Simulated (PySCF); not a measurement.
Substituent chemical shifts

Parent skeleton `[CH3:1][S:2][CH:3]1[CH2:4][CH:5]([F:6])[O:7]1`; one hydrogen on atom 5 is replaced by X. Hydrogens on one atom are averaged.

Theory: shieldings: GIAO PBE0/pcSseg-1, geometry: GFN2-xTB, in PySCF 2.14 (equivalent nuclei averaged, no relativistic terms, gas phase, one computed conformer).

δ = σ(ref) − σ, references computed at the same level: TMS for 13C and 1H; CS2 for 33S; 19F vs CFCl3; 17O vs H2O.

(1) Order these by the shift of H(C3), most shielded first.
A. X = CH2OH
B. X = CH2F
C. X = COCH3

(2) Order these by the shift of C5, most shielded first.
A. X = CH2F
B. X = COCH3
C. X = CH2OH

Results:

(1) C (5.37 ppm), B (5.50 ppm), A (5.71 ppm).

(2) B (117.1 ppm), A (119.7 ppm), C (123.6 ppm).

Unscaled 19F shifts against computed CFCl3 carry errors that often reach 10 to 50 ppm. Experimental scales use liquid or dissolved standards, which lie at an offset from isolated H2O (liquid H2O: subtract about 36 ppm).
